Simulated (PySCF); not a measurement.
# From computed data to an observable: chemical shift, span and skew from a shielding tensor

2-bromobut-1-en-3-yne (C₄H₃Br), SMILES C#CC(=C)Br. Atoms are numbered in the order given.

```xyz
8

C      1.0078     2.6774     0.0000
C      0.2601     1.7214     0.0000
C     -0.5994     0.5908     0.0000
C     -1.9395     0.6322     0.0000
Br     0.3127    -1.1022     0.0000
H      1.6668     3.5253     0.0000
H     -2.4482     1.5991     0.0000
H     -2.5393    -0.2789     0.0000
```

Geometry: B3LYP-D3(BJ)/def2-SVP.

GIAO shieldings from PBE/pcSseg-1 run with PySCF, non-relativistic, no solvent. The symmetric part of the tensor of C4 has the principal values -66.7, 69.7, 135.6 ppm. The same nucleus in TMS has σ = 182.0 ppm at this level (PySCF, at its B3LYP-D3(BJ)/def2-TZVP geometry). Without spin–orbit terms, shifts of atoms bonded to Cl or Br come out too high.

Work out the isotropic shielding, the ¹³C shift against TMS, the span and the skew.


σ(iso) = (σ11 + σ22 + σ33)/3 = 46.2 ppm. δ = σ(ref) − σ(iso) = 182.0 − (46.2) = 135.8 ppm.
Span Ω = σ33 − σ11 = 202.3 ppm. Skew κ = 3(σ(iso) − σ22)/Ω = -0.35. Tumbling in solution averages the tensor to δ; in a static solid the shielding alone would spread this spin-1/2 line over Ω.
